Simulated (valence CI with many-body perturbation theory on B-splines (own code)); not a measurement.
Ce53+: electric-dipole lines

Level of theory: relativistic CI+MBPT: three valence electrons over a frozen Dirac-Fock core [He], a basis of 11 s, 11 p, 9 d, 7 f, 5 g, 2 h, 1 i functions for each j, with the one-electron correlation potential Σ1 (screened to all orders), the two-electron term Σ2, the three-electron term Σ3, Breit, model QED; selected single and double excitations, second order for the rest (own B-spline code, finite nucleus).

No measured spectrum was set against this ion. As an estimate, large intervals hold to a few tenths of a per cent, small ones and those within an open d or f shell to about a per cent.

Lines 201 to 250 of 283 in falling wavelength, among levels below 58242 × 10³ cm⁻¹, chosen from the strongest by gf and those to the six lowest levels. Wavelengths and rates use the calculated energies. Electric multipoles are in the length gauge, E1 and E2 with the static RPA response of the core. Weak lines are less certain than strong ones. Lines between different terms over intervals too small for the method are left out, as are lines whose strength nearly cancels. The highest levels of a list are the least certain.

Levels are named by their leading jj configuration (3d3/2^4 stands for four electrons in 3d with j = 3/2), which in mixed levels can hold well under half, so a name can repeat and another be missing. Letters in brackets count levels of one name in rising energy.

```tsv
λ vac (Å)	Upper	Lower	A (s⁻¹)	S (a.u.) with core polarisation	S without
1.976	(2s 2p3/2 3p1/2) J=3/2 [a]	(2s^2 2p3/2) J=3/2	5.77e+13	8.79e-04	8.78e-04
1.975	(2s 2p3/2 3p1/2) J=5/2	(2s^2 2p3/2) J=3/2	1.44e+14	3.29e-03	3.29e-03
1.975	(2p1/2 2p3/2 3d3/2) J=1/2 [b]	(2p1/2^2 2p3/2) J=3/2	6.80e+14	5.17e-03	5.18e-03
1.974	(2s 2p1/2 3p1/2) J=3/2	(2s^2 2p1/2) J=1/2	2.09e+14	3.18e-03	3.18e-03
1.972	(2p1/2 2p3/2 3p1/2) J=3/2 [b]	(2s 2p1/2 2p3/2) J=3/2 [b]	9.50e+13	1.44e-03	1.44e-03
1.972	(2p1/2 2p3/2 3p1/2) J=3/2 [b]	(2s 2p1/2 2p3/2) J=1/2	3.84e+12	5.81e-05	5.80e-05
1.971	(2p1/2^2 3p1/2) J=1/2	(2s 2p1/2^2) J=1/2	8.34e+14	6.31e-03	6.31e-03
1.971	(2p1/2 2p3/2 3p1/2) J=3/2 [a]	(2s 2p1/2 2p3/2) J=5/2	1.42e+14	2.14e-03	2.14e-03
1.970	(2s 2p3/2 3d5/2) J=3/2 [a]	(2s 2p1/2 2p3/2) J=1/2	1.11e+14	1.68e-03	1.68e-03
1.969	(2s 2p3/2 3d3/2) J=5/2 [a]	(2s 2p1/2 2p3/2) J=5/2	4.04e+14	9.14e-03	9.14e-03
1.966	(2s 2p1/2 3d3/2) J=3/2 [b]	(2s 2p1/2^2) J=1/2	6.30e+14	9.46e-03	9.47e-03
1.966	(2s 2p3/2 3d3/2) J=7/2	(2s 2p1/2 2p3/2) J=5/2	5.22e+14	1.57e-02	1.57e-02
1.964	(2s 2p3/2 3d3/2) J=3/2 [a]	(2s 2p1/2 2p3/2) J=5/2	2.64e+13	3.95e-04	3.96e-04
1.964	(2s 2p1/2 3p1/2) J=1/2 [b]	(2s^2 2p1/2) J=1/2	8.30e+13	6.21e-04	6.20e-04
1.964	(2s 2p3/2 3d5/2) J=1/2	(2s 2p1/2 2p3/2) J=1/2	1.23e+14	9.16e-04	9.17e-04
1.964	(2p1/2 2p3/2 3p1/2) J=5/2	(2s 2p1/2 2p3/2) J=5/2	2.01e+12	4.51e-05	4.47e-05
1.962	(2s 2p1/2 3d3/2) J=1/2	(2s 2p1/2^2) J=1/2	1.22e+14	9.12e-04	9.14e-04
1.962	(2s 2p3/2 3d3/2) J=5/2 [b]	(2s 2p1/2 2p3/2) J=3/2 [b]	4.79e+14	1.07e-02	1.07e-02
1.961	(2p1/2 2p3/2 3p1/2) J=1/2	(2s 2p1/2 2p3/2) J=3/2 [a]	5.20e+14	3.87e-03	3.88e-03
1.960	(2s 2p3/2 3d3/2) J=3/2 [b]	(2s 2p1/2 2p3/2) J=3/2 [b]	1.52e+14	2.26e-03	2.26e-03
1.960	(2s 2p3/2 3d3/2) J=3/2 [b]	(2s 2p1/2 2p3/2) J=1/2	1.86e+14	2.76e-03	2.76e-03
1.960	(2p1/2 2p3/2 3p1/2) J=3/2 [a]	(2s 2p1/2 2p3/2) J=3/2 [a]	4.42e+14	6.57e-03	6.57e-03
1.959	(2s 2p3/2 3d3/2) J=1/2 [b]	(2s 2p1/2 2p3/2) J=1/2	3.43e+14	2.54e-03	2.55e-03
1.959	(2s 2p3/2 3d3/2) J=5/2 [a]	(2s 2p1/2 2p3/2) J=3/2 [a]	2.56e+14	5.70e-03	5.70e-03
1.956	(2s^2 3d3/2) J=3/2	(2s^2 2p1/2) J=1/2	4.71e+14	6.96e-03	6.97e-03
1.955	(2p1/2 2p3/2 3p1/2) J=3/2 [b]	(2s 2p1/2 2p3/2) J=5/2	1.13e+14	1.66e-03	1.66e-03
1.954	(2s 2p3/2 3p1/2) J=1/2	(2s^2 2p3/2) J=3/2	1.32e+14	9.69e-04	9.69e-04
1.954	(2s 2p3/2 3d5/2) J=5/2 [a]	(2s 2p1/2 2p3/2) J=5/2	1.81e+12	3.99e-05	4.00e-05
1.954	(2s 2p3/2 3p1/2) J=3/2 [b]	(2s^2 2p3/2) J=3/2	9.86e+13	1.45e-03	1.45e-03
1.954	(2s 2p3/2 3d3/2) J=3/2 [a]	(2s 2p1/2 2p3/2) J=3/2 [a]	8.70e+13	1.28e-03	1.28e-03
1.954	(2s 2p3/2 3d3/2) J=1/2 [a]	(2s 2p1/2 2p3/2) J=3/2 [a]	1.92e+14	1.41e-03	1.41e-03
1.953	(2s 2p3/2 3d5/2) J=3/2 [a]	(2s 2p1/2 2p3/2) J=5/2	1.23e+13	1.80e-04	1.80e-04
1.953	(2p1/2 2p3/2 3p1/2) J=5/2	(2s 2p1/2 2p3/2) J=3/2 [a]	1.15e+13	2.54e-04	2.55e-04
1.953	(2s 2p1/2 3d5/2) J=3/2	(2s 2p1/2^2) J=1/2	1.97e+12	2.90e-05	2.91e-05
1.951	(2s 2p3/2 3d5/2) J=7/2 [a]	(2s 2p1/2 2p3/2) J=5/2	2.28e+13	6.69e-04	6.70e-04
1.945	(2s 2p3/2 3d3/2) J=5/2 [b]	(2s 2p1/2 2p3/2) J=5/2	1.50e+12	3.28e-05	3.27e-05
1.944	(2p1/2 2p3/2 3p1/2) J=3/2 [b]	(2s 2p1/2 2p3/2) J=3/2 [a]	1.64e+13	2.38e-04	2.38e-04
1.944	(2s 2p3/2 3d5/2) J=5/2 [a]	(2s 2p1/2 2p3/2) J=3/2 [a]	3.42e+11	7.44e-06	7.43e-06
1.944	(2s 2p3/2 3d3/2) J=3/2 [b]	(2s 2p1/2 2p3/2) J=5/2	1.10e+12	1.60e-05	1.60e-05
1.940	(2p1/2 2p3/2 3p3/2) J=1/2 [a]	(2s 2p1/2 2p3/2) J=1/2	1.10e+14	7.91e-04	7.90e-04
1.938	(2p1/2 2p3/2 3p3/2) J=3/2 [a]	(2s 2p1/2 2p3/2) J=3/2 [b]	7.66e+13	1.10e-03	1.10e-03
1.938	(2p1/2 2p3/2 3p3/2) J=3/2 [a]	(2s 2p1/2 2p3/2) J=1/2	6.00e+13	8.63e-04	8.62e-04
1.937	(2p1/2 2p3/2 3s) J=3/2 [a]	(2s^2 2p3/2) J=3/2	6.38e+13	9.16e-04	9.15e-04
1.936	(2s 2p3/2 3d5/2) J=7/2 [b]	(2s 2p1/2 2p3/2) J=5/2	7.84e+12	2.25e-04	2.25e-04
1.935	(2p1/2 2p3/2 3s) J=1/2	(2s^2 2p3/2) J=3/2	7.00e+13	5.01e-04	5.00e-04
1.935	(2s 2p3/2 3d3/2) J=5/2 [b]	(2s 2p1/2 2p3/2) J=3/2 [a]	3.59e+12	7.69e-05	7.70e-05
1.933	(2p1/2 2p3/2 3s) J=5/2	(2s^2 2p3/2) J=3/2	7.99e+13	1.71e-03	1.71e-03
1.933	(2s 2p1/2 3p3/2) J=3/2 [a]	(2s^2 2p1/2) J=1/2	7.08e+13	1.01e-03	1.01e-03
1.933	(2p1/2 2p3/2 3p3/2) J=3/2 [b]	(2s 2p1/2 2p3/2) J=1/2	4.62e+13	6.58e-04	6.57e-04
1.933	(2p1/2^2 3s) J=1/2	(2s^2 2p1/2) J=1/2	1.12e+14	7.98e-04	7.97e-04
```
